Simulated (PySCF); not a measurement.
# Two-photon absorption: SMILES C1C2(C([Se]C)=CC=C2)CC1, C9H12Se

Cartesian coordinates in Å; atom numbers follow the order of the lines, from 1:
```xyz
22

C     3.3957    0.6025    1.0219
Se    1.5462    1.1696    1.0611
C     0.8487   -0.1158   -0.1165
C     1.4697   -1.1225   -0.7792
C     0.4717   -1.8407   -1.5731
C    -0.7400   -1.2777   -1.3950
C    -0.6191   -0.1208   -0.4465
C    -1.6717   -0.1298    0.7038
C    -2.5526    0.8181   -0.1259
C    -1.3060    1.1865   -0.9461
H     3.7933    0.6740    0.0004
H     3.9522    1.2818    1.6807
H     3.4857   -0.4268    1.3947
H     2.5298   -1.3742   -0.7431
H     0.6961   -2.7006   -2.2072
H    -1.6825   -1.5859   -1.8498
H    -2.0711   -1.1112    0.9971
H    -1.2626    0.3670    1.5974
H    -3.0728    1.6284    0.4052
H    -3.2925    0.2692   -0.7278
H    -0.7899    2.0682   -0.5346
H    -1.3988    1.3082   -2.0348
```

Computed, not measured: TDDFT CAM-B3LYP/def2-SVPD excited states, vertical, gas phase (PySCF). Geometry: PBE0-D3(BJ)/def2-SVP.

The calculation is non-relativistic, which matters for the atoms heavier than Zn.

(1) How strongly do the lowest singlets absorb one photon, and two photons of half the energy?

Results:

(1) δ for parallel linear polarisation; σ at the peak of a Lorentzian of half width 0.1 eV, single beam; Ω is circular over linear.
| state | E (eV) | f | photon λ (nm) | δ (au) | σ (GM) | Ω | main |
| --- | --- | --- | --- | --- | --- | --- | --- |
| S1 | 4.22 | 0.163 | 587 | 169 | 1.10 | 0.74 | HOMO→LUMO 0.97 |
| S2 | 4.56 | 0.000 | 544 | 19.9 | 0.15 | 1.50 | HOMO→LUMO+1 0.76 |
| S3 | 5.33 | 0.021 | 465 | 118 | 1.23 | 1.50 | HOMO→LUMO+2 0.84 |
| S4 | 5.47 | 0.006 | 453 | 15.1 | 0.17 | 1.50 | HOMO→LUMO+3 0.70, HOMO→LUMO+4 0.13 |
| S5 | 6.04 | 0.057 | 410 | 362 | 4.84 | 1.18 | HOMO−1→LUMO 0.69, HOMO→LUMO+5 0.25 |
| S6 | 6.14 | 0.003 | 404 | 1860 | 25.73 | 0.40 | HOMO→LUMO+5 0.63, HOMO−1→LUMO 0.24 |

Among these, the strongest one-photon state is S1, the strongest two-photon state S6, with a dipole change of 2.0 D (relaxed, norm of the difference vector).
